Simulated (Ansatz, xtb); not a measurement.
C6H4BrF: which of two isomers lies lower

Structure I: `Fc1cccc(Br)c1`, a singlet. Structure II: `Fc1ccc(Br)cc1`, a singlet. Both are isolated molecules in the gas phase, relaxed with B3LYP/def2-SVP.

Quicker runs give these differences E(II) − E(I): GFN2-xTB −0.11 kcal/mol; HF/STO-3G +0.12 kcal/mol (at GFN2-xTB geometries); r2SCAN-D4/def2-SVP +0.27 kcal/mol (at GFN2-xTB geometries).

**Question.** Estimate E(II) − E(I) at the level CCSD(T)/def2-SVP + ΔMP2/def2-TZVPP.

**Answer.** CCSD(T)/def2-SVP + ΔMP2/def2-TZVPP gives E(II) − E(I) = +0.14 kcal/mol, slightly favouring structure I, which is too small a margin to settle the true order.

How the difference moves with the method:

| level | geometry | E(II) − E(I) (kcal/mol) | departure from the last row (kcal/mol) | job, with rough time for the two |
| --- | --- | --- | --- | --- |
| GFN2-xTB | GFN2-xTB | −0.11 | −0.25 | optimisation, 0.15 s |
| HF/STO-3G | GFN2-xTB | +0.12 | −0.02 | single point, 0.93 s |
| r2SCAN-D4/def2-SVP | GFN2-xTB | +0.27 | +0.13 | single point, 10 s |
| B3LYP/def2-SVP | B3LYP/def2-SVP | +0.15 | +0.01 | optimisation, 48 s |
| HF/def2-SVP | B3LYP/def2-SVP | −0.04 | −0.18 | part of the CCSD(T) run |
| MP2/def2-SVP | B3LYP/def2-SVP | +0.22 | +0.08 | part of the CCSD(T) run |
| CCSD(T)/def2-SVP | B3LYP/def2-SVP | +0.13 | −0.01 | single point |
| CCSD(T)/def2-SVP + ΔMP2/def2-TZVPP | B3LYP/def2-SVP | +0.14 |  | single point, 5 min |

As drawn, both hold the same kinds of bond in the same numbers.

The largest departure from CCSD(T)/def2-SVP + ΔMP2/def2-TZVPP is that of GFN2-xTB, 0.25 kcal/mol. The last row adds to CCSD(T) the change of the MP2 difference between the two basis sets, here +0.01 kcal/mol.

With thermal terms from frequencies at re-optimised GFN2-xTB minima (ideal gas, soft modes damped towards free rotors, one conformer each, 298.15 K, 1 atm): on the last row, ΔE + ΔZPE = +0.13, ΔH = +0.13, ΔG = +0.55 kcal/mol.

The correlated steps freeze 16 core orbitals; the filled d shell of Br is correlated, in a basis made for valence electrons. Run with Ansatz 0.2.0, xtb 6.7.1; the last row on 2 threads of Arm Neoverse V1 on a shared host.
